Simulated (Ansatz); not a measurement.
A structure drawn as `FC1O[SiH2]O1`, with this starting geometry:

```xyz
8

F    -1.421    0.669   -1.203
C    -0.260    0.885   -0.571
O    -0.372    0.551    0.821
Si    0.330   -0.840    0.630
O     0.776   -0.131   -0.800
H     0.144    1.913   -0.728
H    -0.677   -1.938    0.354
H     1.479   -1.109    1.497
```

Charge 0, multiplicity 1.

Question: Relax it with Ansatz at PBE-D4/def2-SVP and then PBE0-D4/def2-TZVP. Is the drawn bonding still there?

Answer: Yes, every drawn bond is still there and no new one forms.

Question: Give the relaxed structure. (Best estimate.)

Answer: Ansatz gave: 
Z-matrix (Å, degrees):
```
C
O 1 1.403
Si 1 2.147 2 51.1
F 1 1.349 2 110.4 3 116.9
O 1 1.403 2 102.3 3 -0.6
H 1 1.093 2 112.9 3 -122.2
H 3 1.478 1 123.7 2 -89.6
H 3 1.479 1 125.3 2 90.4
```
All modes are real.

Atoms count as bonded under 1.1 times the sum of their covalent radii (H–H under 0.85 Å, pairs among N, O and F under 1.55 Å), and a drawn bond as lost past 1.3 times.
